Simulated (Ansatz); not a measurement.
`CB(N)P` + HCl → `CB(N)Cl` + PH₃ at 700 K and 1 bar (cleavage of the B–P bond).

Gas-phase electronic energies from Ansatz, PBE0-D4/def2-TZVP geometries. CCSD(T)/CBS is the MP2 limit (def2-TZVPP, def2-QZVPP) plus CCSD(T) − MP2 in def2-TZVPP, frozen cores. This one scheme is used for every species. Each species was taken in one conformer, which may not be the lowest.

```json
{"species": "`CB(N)P`", "CCSD(T)/CBS energy (Eh)": "-462.75677", "H − E (kJ/mol)": "301.1", "S (J/(mol·K))": "440.8"}
{"species": "HCl", "CCSD(T)/CBS energy (Eh)": "-460.38127", "H − E (kJ/mol)": "38.4", "S (J/(mol·K))": "211.8"}
{"species": "`CB(N)Cl`", "CCSD(T)/CBS energy (Eh)": "-580.44617", "H − E (kJ/mol)": "245.0", "S (J/(mol·K))": "399.7"}
{"species": "PH₃", "CCSD(T)/CBS energy (Eh)": "-342.72256", "H − E (kJ/mol)": "91.5", "S (J/(mol·K))": "248.3"}
```

H − E and S are ideal-gas, rigid-rotor, harmonic terms from PBE0-D4/def2-TZVP, for one conformer and one mirror image of each species. 1 Eh = 2625.50 kJ/mol, R = 8.31446 J/(mol·K).

Q: By hand: ΔE, ΔH, ΔS and ΔG.

A: ΔE = (-580.44617) + (-342.72256) − (-462.75677) − (-460.38127) = -0.03069 Eh = -80.6 kJ/mol. Δ(H − E) = 245.0 + 91.5 − 301.1 − 38.4 = -3.0, so ΔH = -83.6 kJ/mol. ΔS = 399.7 + 248.3 − 440.8 − 211.8 = -4.6 J/(mol·K). ΔG = -83.6 − 700 × (-4.6)/1000 = -80.4 kJ/mol.

Q: By hand: the equilibrium constant, and the temperature at which ΔG would vanish if ΔH and ΔS stayed fixed.

A: log₁₀ K = −ΔG/(RT ln 10) = 6.0. ΔG = 0 at ΔH/ΔS = 18174 K, far beyond where these terms or the molecules hold.

The number of gas molecules stays the same, so ΔS is small and ΔH decides. A doubt of 5 kJ/mol in ΔE shifts log₁₀ K by 0.4 here. Other conformers and mirror images would add mixing entropy, several J/(mol·K) or more a flexible species. These are equilibria of isolated gas molecules and say nothing of rates. Largest T1 diagnostic: 0.013 (customary marks: 0.02 for closed shells, 0.045 for open ones).
